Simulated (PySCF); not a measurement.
PySCF input file for CF3O2S, SMILES O=[S](=O)C(F)(F)F, multiplicity 2, TDA-LC-ωPBE/def2-SVPD. Coordinates come from a B3LYP-D3(BJ)/def2-SVP optimisation. The isomer is the one that the SMILES or the coordinates give; other isomers of the formula were not compared.

```python
import numpy as np
from pyscf import gto, scf, dft, tdscf

mol = gto.M(
    atom='''
    O     1.48858613   -0.20660799    1.29918956
    S     1.03278404    0.34011869    0.00000000
    O     1.48858614   -0.20660798   -1.29918955
    C    -0.88393803   -0.00744054   -0.00000000
    F    -1.09021797   -1.31018873   -0.00000000
    F    -1.40146293    0.53889836   -1.08480037
    F    -1.40146294    0.53889836    1.08480036
    ''',
    basis='def2-SVPD',
    charge=0,
    spin=1,
    max_memory=1600,
    verbose=4,
)
mf = dft.UKS(mol, xc='lc_wpbe').density_fit(auxbasis='def2-universal-jkfit')
mf.grids.level = 3
mf.conv_tol = 1e-9
mf.max_cycle = 100
mf.kernel()
fine, coarse = mf.grids, dft.Grids(mol).set(level=1).build(with_non0tab=True)
for _ in range(3):  # follow internal instabilities
    mf.grids = coarse
    mo, _, stable, _ = mf.stability(return_status=True, nroots=4)
    mf.grids = fine
    if stable:
        break
    mf.kernel(mf.make_rdm1(mo, mf.mo_occ))
mf.grids = dft.Grids(mol).set(level=1).build(with_non0tab=True)  # coarser grid for the response kernel
td = tdscf.TDA(mf)
td.nstates = 10
td.conv_tol = 1e-4
td.kernel(x0=td.get_init_guess(mf, 15))
td.analyze()
```

Program output:

```
PySCF version 2.14.0

[INPUT] verbose = 4
[INPUT] num. atoms = 7
[INPUT] num. electrons = 65
[INPUT] charge = 0
[INPUT] spin (= nelec alpha-beta = 2S) = 1
[INPUT] symmetry False subgroup None
[INPUT] Mole.unit = angstrom
[INPUT] Symbol           X                Y                Z      unit          X                Y                Z       unit  Magmom
[INPUT]  1 O      1.488586130000  -0.206607990000   1.299189560000 AA    2.813020098526  -0.390432516247   2.455112452294 Bohr   0.0
[INPUT]  2 S      1.032784040000   0.340118690000   0.000000000000 AA    1.951678981422   0.642731173946   0.000000000000 Bohr   0.0
[INPUT]  3 O      1.488586140000  -0.206607980000  -1.299189550000 AA    2.813020117423  -0.390432497350  -2.455112433397 Bohr   0.0
[INPUT]  4 C     -0.883938030000  -0.007440540000   0.000000000000 AA   -1.670400787788  -0.014060582819   0.000000000000 Bohr   0.0
[INPUT]  5 F     -1.090217970000  -1.310188730000   0.000000000000 AA   -2.060213379379  -2.475897871192   0.000000000000 Bohr   0.0
[INPUT]  6 F     -1.401462930000   0.538898360000  -1.084800370000 AA   -2.648381111430   1.018370309377  -2.049975599127 Bohr   0.0
[INPUT]  7 F     -1.401462940000   0.538898360000   1.084800360000 AA   -2.648381130328   1.018370309377   2.049975580230 Bohr   0.0

nuclear repulsion = 429.002290367805
number of shells = 64
number of NR pGTOs = 240
number of NR cGTOs = 162
basis = def2-SVPD
ecp = {}


[settings echo left out]
init E= -886.654911433668
  alpha nocc = 33  HOMO = -0.248102009956511  LUMO = 0.0118118335686912
  beta  nocc = 32  HOMO = -0.394239135128969  LUMO = -0.248102009956513

WARN: HOMO -0.248102009956511 >= LUMO -0.248102009956513

cycle= 1 E= -884.89005376101  delta_E= 1.76  |g|= 1.02  |ddm|= 2.39
  alpha nocc = 33  HOMO = -0.36378197887801  LUMO = -0.00844455608106909
  beta  nocc = 32  HOMO = -0.359165562730514  LUMO = -0.213260075673155
  HOMO = -0.359165562731  LUMO = -0.213260075673  gap/eV = 3.97029
cycle= 2 E= -884.548533810849  delta_E= 0.342  |g|= 1.48  |ddm|= 1.99
  alpha nocc = 33  HOMO = -0.417944613110924  LUMO = 0.0518249960407893
  beta  nocc = 32  HOMO = -0.483745968208579  LUMO = -0.144202578470994
  HOMO = -0.417944613111  LUMO = -0.144202578471  gap/eV = 7.44890
cycle= 3 E= -885.319264290153  delta_E= -0.771  |g|= 0.0835  |ddm|= 1.15
  alpha nocc = 33  HOMO = -0.407538607232135  LUMO = 0.062274388601459
  beta  nocc = 32  HOMO = -0.459171362650399  LUMO = -0.113202095272459
  HOMO = -0.407538607232  LUMO = -0.113202095272  gap/eV = 8.00930
cycle= 4 E= -885.322056559132  delta_E= -0.00279  |g|= 0.0525  |ddm|= 0.15
  alpha nocc = 33  HOMO = -0.415356206153016  LUMO = 0.0613764689177265
  beta  nocc = 32  HOMO = -0.467725785762763  LUMO = -0.113149176539219
  HOMO = -0.415356206153  LUMO = -0.113149176539  gap/eV = 8.22347
cycle= 5 E= -885.323291434001  delta_E= -0.00123  |g|= 0.0153  |ddm|= 0.0577
  alpha nocc = 33  HOMO = -0.417432587994982  LUMO = 0.0604905435432959
  beta  nocc = 32  HOMO = -0.468132943041116  LUMO = -0.112331620526678
  HOMO = -0.417432587995  LUMO = -0.112331620527  gap/eV = 8.30222
cycle= 6 E= -885.323528402281  delta_E= -0.000237  |g|= 0.00572  |ddm|= 0.0311
  alpha nocc = 33  HOMO = -0.417696457408606  LUMO = 0.0604004162921266
  beta  nocc = 32  HOMO = -0.467508660466029  LUMO = -0.11124855865534
  HOMO = -0.417696457409  LUMO = -0.111248558655  gap/eV = 8.33887
cycle= 7 E= -885.32361196518  delta_E= -8.36e-05  |g|= 0.00231  |ddm|= 0.0235
  alpha nocc = 33  HOMO = -0.418170611061525  LUMO = 0.0602782795504724
  beta  nocc = 32  HOMO = -0.467590386258153  LUMO = -0.111279100694975
  HOMO = -0.418170611062  LUMO = -0.111279100695  gap/eV = 8.35094
cycle= 8 E= -885.323627139481  delta_E= -1.52e-05  |g|= 0.00136  |ddm|= 0.00972
  alpha nocc = 33  HOMO = -0.418238137837085  LUMO = 0.0602243215335636
  beta  nocc = 32  HOMO = -0.467642632788403  LUMO = -0.11124332843205
  HOMO = -0.418238137837  LUMO = -0.111243328432  gap/eV = 8.35375
cycle= 9 E= -885.323631374052  delta_E= -4.23e-06  |g|= 0.000773  |ddm|= 0.00432
  alpha nocc = 33  HOMO = -0.418176462256526  LUMO = 0.0602423656760962
  beta  nocc = 32  HOMO = -0.467632621418154  LUMO = -0.111170054173454
  HOMO = -0.418176462257  LUMO = -0.111170054173  gap/eV = 8.35407
cycle= 10 E= -885.323632743506  delta_E= -1.37e-06  |g|= 0.000435  |ddm|= 0.00301
  alpha nocc = 33  HOMO = -0.418146754250274  LUMO = 0.0602510923739743
  beta  nocc = 32  HOMO = -0.46762047974116  LUMO = -0.1111612484109
  HOMO = -0.41814675425  LUMO = -0.111161248411  gap/eV = 8.35350
cycle= 11 E= -885.323633625063  delta_E= -8.82e-07  |g|= 0.000228  |ddm|= 0.00246
  alpha nocc = 33  HOMO = -0.418174846697895  LUMO = 0.0602346739261201
  beta  nocc = 32  HOMO = -0.467654165977814  LUMO = -0.111195980527336
  HOMO = -0.418174846698  LUMO = -0.111195980527  gap/eV = 8.35332
cycle= 12 E= -885.323633845028  delta_E= -2.2e-07  |g|= 0.000117  |ddm|= 0.00145
  alpha nocc = 33  HOMO = -0.418164482928917  LUMO = 0.0602413558643899
  beta  nocc = 32  HOMO = -0.467654707421274  LUMO = -0.111178509895258
  HOMO = -0.418164482929  LUMO = -0.111178509895  gap/eV = 8.35351
cycle= 13 E= -885.323633899303  delta_E= -5.43e-08  |g|= 7.12e-05  |ddm|= 0.000887
  alpha nocc = 33  HOMO = -0.418161564547508  LUMO = 0.0602426220818839
  beta  nocc = 32  HOMO = -0.467641238460942  LUMO = -0.111172817343476
  HOMO = -0.418161564548  LUMO = -0.111172817343  gap/eV = 8.35359
cycle= 14 E= -885.323633904827  delta_E= -5.52e-09  |g|= 3.25e-05  |ddm|= 0.000214
  alpha nocc = 33  HOMO = -0.418167251971867  LUMO = 0.0602411792092732
  beta  nocc = 32  HOMO = -0.467648982711629  LUMO = -0.111175750536167
  HOMO = -0.418167251972  LUMO = -0.111175750536  gap/eV = 8.35366
cycle= 15 E= -885.323633906588  delta_E= -1.76e-09  |g|= 1.69e-05  |ddm|= 0.000142
  alpha nocc = 33  HOMO = -0.418168143373545  LUMO = 0.0602409164658861
  beta  nocc = 32  HOMO = -0.467648633021605  LUMO = -0.111175271761566
  HOMO = -0.418168143374  LUMO = -0.111175271762  gap/eV = 8.35370
cycle= 16 E= -885.323633906948  delta_E= -3.6e-10  |g|= 6.04e-06  |ddm|= 6.28e-05
  alpha nocc = 33  HOMO = -0.418167355363872  LUMO = 0.0602412110437442
  beta  nocc = 32  HOMO = -0.467648078747239  LUMO = -0.111174282262153
  HOMO = -0.418167355364  LUMO = -0.111174282262  gap/eV = 8.35371
Extra cycle  E= -885.323633906991  delta_E= -4.37e-11  |g|= 4.53e-06  |ddm|= 1.59e-05
converged SCF energy = -885.323633906991  <S^2> = 0.76130175  2S+1 = 2.01127
tot grids = 37760
uhf_internal: lowest eigs of H = [0.17234939 0.20186945 0.20257634 0.39744288]
<class 'pyscf.df.df_jk.DFUKS'> wavefunction is stable in the internal stability analysis
tot grids = 37760


******** <class 'pyscf.tdscf.uks.TDA'> for <class 'pyscf.df.df_jk.DFUKS'> ********
nstates = 10
deg_eia_thresh = 1.000e-03
wfnsym = None
conv_tol = 0.0001
eigh lindep = 1e-12
eigh level_shift = 0
eigh max_cycle = 100


Excitation energies (eV)
[2.8655548  3.06638609 3.3076409  5.96923044 6.54801152 6.64854682
 6.72841456 7.21454032 7.57129699 7.67643677]

** Excitation energies and oscillator strengths **
Excited State   1:      2.86555 eV    432.67 nm  f=0.0039
      30b ->   33b      0.72670
      32b ->   33b      0.66462
Excited State   2:      3.06639 eV    404.33 nm  f=0.0103
      26b ->   33b     -0.10883
      31b ->   33b     -0.97867
Excited State   3:      3.30764 eV    374.84 nm  f=0.0256
      30b ->   33b      0.66405
      32b ->   33b     -0.69735
Excited State   4:      5.96923 eV    207.71 nm  f=0.0290
      33a ->   34a     -0.85337
      33a ->   35a      0.20261
      33a ->   37a      0.25924
      33a ->   39a      0.14371
      26b ->   33b     -0.14328
      28b ->   33b      0.22701
      31b ->   38b      0.10507
Excited State   5:      6.54801 eV    189.35 nm  f=0.0222
      33a ->   34a      0.20493
      33a ->   35a     -0.10264
      33a ->   37a      0.11726
      33a ->   39a     -0.17419
      22b ->   33b     -0.13627
      24b ->   33b      0.42988
      26b ->   33b      0.15098
      28b ->   33b      0.77672
Excited State   6:      6.64855 eV    186.48 nm  f=0.0058
      32a ->   34a     -0.11641
      25b ->   33b      0.44225
      27b ->   33b     -0.85995
Excited State   7:      6.72841 eV    184.27 nm  f=0.0026
      31a ->   34a      0.19980
      33a ->   34a      0.16164
      33a ->   37a      0.40476
      33a ->   39a     -0.31530
      33a ->   40a      0.11185
      21b ->   33b     -0.12373
      24b ->   33b     -0.13655
      26b ->   33b     -0.70513
      31b ->   34b     -0.13783
      31b ->   38b      0.19044
Excited State   8:      7.21454 eV    171.85 nm  f=0.0585
      31a ->   34a      0.14600
      31a ->   37a     -0.10404
      33a ->   35a      0.10787
      33a ->   37a     -0.61243
      33a ->   39a      0.39075
      33a ->   40a     -0.15942
      26b ->   33b     -0.49908
      28b ->   33b      0.24351
Excited State   9:      7.57130 eV    163.76 nm  f=0.0005
      32a ->   34a      0.46540
      32a ->   35a     -0.13525
      32a ->   39a     -0.17778
      33a ->   36a     -0.29361
      33a ->   41a      0.22698
      30b ->   34b      0.17329
      32b ->   34b      0.54536
      32b ->   35b     -0.23759
      32b ->   38b     -0.14002
      32b ->   39b     -0.28102
      32b ->   42b      0.10368
Excited State  10:      7.67644 eV    161.51 nm  f=0.0028
      32a ->   34a      0.18323
      33a ->   36a      0.67244
      33a ->   41a     -0.52340
      33a ->   43a      0.20151
      33a ->   44a     -0.14015
      30b ->   34b      0.11684
      32b ->   34b      0.24886
      32b ->   35b     -0.10646
      32b ->   39b     -0.12292

** Transition electric dipole moments (AU) **
state          X           Y           Z        Dip. S.      Osc.
  1        -0.0000     -0.0000      0.2351      0.0553      0.0039
  2        -0.3672     -0.0501     -0.0000      0.1373      0.0103
  3         0.0000      0.0000     -0.5618      0.3156      0.0256
  4        -0.4333     -0.1027      0.0000      0.1983      0.0290
  5         0.2116     -0.3064      0.0000      0.1387      0.0222
  6        -0.0000      0.0000      0.1885      0.0355      0.0058
  7         0.1243     -0.0111      0.0000      0.0156      0.0026
  8         0.5755     -0.0023      0.0000      0.3312      0.0585
  9        -0.0000      0.0000     -0.0503      0.0025      0.0005
 10        -0.0000      0.0000      0.1229      0.0151      0.0028

** Transition velocity dipole moments (imaginary part, AU) **
state          X           Y           Z        Dip. S.      Osc.
  1        -0.0000      0.0000     -0.0494      0.0024      0.0154
  2        -0.0133      0.0245      0.0000      0.0008      0.0046
  3         0.0000     -0.0000      0.0860      0.0074      0.0406
  4        -0.0510      0.0066     -0.0000      0.0026      0.0080
  5         0.0072     -0.0034      0.0000      0.0001      0.0002
  6        -0.0000      0.0000      0.0128      0.0002      0.0004
  7         0.0146     -0.0261      0.0000      0.0009      0.0024
  8         0.0939      0.0485     -0.0000      0.0112      0.0281
  9        -0.0000     -0.0000     -0.0211      0.0004      0.0011
 10        -0.0000      0.0000      0.0241      0.0006      0.0014

** Transition magnetic dipole moments (imaginary part, AU) **
state          X           Y           Z
  1         0.2216     -0.2676     -0.0000
  2        -0.0000      0.0000     -0.7053
  3         0.1354      0.1079      0.0000
  4        -0.0000      0.0000     -0.8953
  5        -0.0000      0.0000      0.3666
  6        -0.7765      0.2688     -0.0000
  7        -0.0000      0.0000      0.2828
  8        -0.0000      0.0000      0.1137
  9         0.1185      0.1152     -0.0000
 10        -0.7311      0.2278     -0.0000
```

Self-consistency was reached.
